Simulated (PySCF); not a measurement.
BeF2.
Geometry (PBE0-D3(BJ)/def2-SVP, Å), atoms numbered from 1 in this order:
```xyz
3
BeF2 angstrom
Be    -0.0012   -0.0007    0.0000
F     -0.0176   -0.0218    1.3868
F      0.0188    0.0225   -1.3867
```

Method used: PySCF 2.14.0, delta-SCF UKS SCAN, pcX-2 on the ionised atom, pcseg-1 elsewhere, spin-free X2C. Every row has its own mixed basis.

```json
{"ionised atom": "Be1", "basis functions": "55", "E(ionised) (Eh)": "-210.11734", "binding energy (eV)": "123.634"}
{"ionised atom": "F2", "basis functions": "68", "E(ionised) (Eh)": "-189.25613", "binding energy (eV)": "692.874"}
```

Fill in the total energy of each ground state.

With binding energy = E(ionised) − E(ground) and 27.2114 eV a hartree:

| atom | binding energy (Eh) | E(ground) (Eh) |
| --- | --- | --- |
| Be1 | 4.5435 | -214.6608 |
| F2 | 25.4627 | -214.7188 |

How much do the ground-state energies differ, and what would follow from using one of them for all holes?

They run from -214.7188 Eh (core basis on F2) to -214.6608 Eh (on Be1), 0.0580 Eh or 1.58 eV apart, for one and the same state in different bases and grids. Pairing the ion of Be1 with the ground state of F2 would put its binding energy 1.58 eV too high.

Only 1s holes are shown. The first atom of each set that the bonding makes equivalent was ionised and stands for the set. Geometry: PBE0-D3(BJ)/def2-SVP; no solvent, vibrations or thermal averaging.

On an Arm Neoverse V2 with one thread, shared host, this took 1.2 s.
